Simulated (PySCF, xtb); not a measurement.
F3HSSi, SMILES F[Si](F)(S)F.

Geometry optimised at PBE0-D3(BJ)/def2-SVP. One conformer was computed; it need not be the lowest.

Calculation: PySCF with IEF-PCM-B3LYP/def2-SVP.

The values are the electrostatic part of the solvation free energy, E(continuum) − E(gas) at the gas-phase geometry, in a cavity of scaled van der Waals radii (PySCF's table); cavitation and dispersion terms are not included. In vacuum the orbital gap is 8.06 eV. The dipole moment in vacuum is 1.72 D.

Task: Estimate the values in water (ε = 78.36), dichloromethane (ε = 8.93), benzene (ε = 2.27). (The exact figures need the calculation; the answer reports its results.)

Result: 
```
solvent              ε  ΔG(elec) (kcal/mol)  dipole (D)  gap (eV)
---------------  -----  -------------------  ----------  --------
water            78.36                 -3.7        2.13      8.38
dichloromethane   8.93                 -3.1        2.06      8.34
benzene           2.27                 -1.6        1.90      8.21
```

For comparison, GFN2-xTB/ALPB(water) (xtb, at the GFN2-xTB geometry, all terms of that model) gives 0.0 kcal/mol.
